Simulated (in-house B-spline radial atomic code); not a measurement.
Configurations of Ge3+, with energies counted from [Ar] 3d10 4s1. All numbers are computed (Dirac-Hartree-Fock, average of configuration; Fermi nucleus of rms radius 4.0742 fm) with a radial B-spline atomic code at the basis-set limit, not measured. Energies include first-order Breit, QED and recoil terms.

Occupations are held fixed; configurations that lie above the ionisation limit could autoionise.

```csv
configuration,E - E(ref) (eV),highest orbital,its <r> (bohr)
[Ar] 3d10 (4f7/2)1,30.914,4f7/2,4.441
[Ar] 3d10 (5g9/2)1,35.89,5g9/2,6.873
[Ar] 3d10 (8d3/2)1,40.402,8d3/2,18.74
[Ar] (3d3/2)3 (3d5/2)6 4s1 (5d5/2)1,60.367,5d5/2,5.714
[Ne] 3s2 (3p1/2)2 (3p3/2)3 3d10 4s1 (4d5/2)1,146.37,4d5/2,2.922
[Ne] 3s2 (3p1/2)1 (3p3/2)4 3d10 4s1 (8g9/2)1,169.92,8g9/2,21.47
```

Task: Order these further configurations by energy, lowest first.
A. [Ar] 3d10 (7f7/2)1
B. [Ar] (3d3/2)4 (3d5/2)5 4s1 (6p1/2)1
C. [Ne] 3s2 (3p1/2)2 (3p3/2)3 3d10 4s1 (4p1/2)1
D. [Ar] 3d10 (5d3/2)1
E. [Ne] 3s2 (3p1/2)2 (3p3/2)3 3d10 4s1 (6d5/2)1

Result: D (32.179 eV), A (40.127 eV), B (61.834 eV), C (131.28 eV), E (160.8 eV).

Task: How far above the reference does [Ne] 3s2 (3p1/2)2 (3p3/2)3 3d10 4s1 (5f5/2)1 lie?

Result: 160.18 eV; its least bound orbital is 5f5/2 with <r> = 7.671 bohr.

Task: How far above the reference does [Ar] (3d3/2)4 (3d5/2)5 4s1 (5f7/2)1 lie?

Result: 63.73 eV; its least bound orbital is 5f7/2 with <r> = 7.678 bohr.
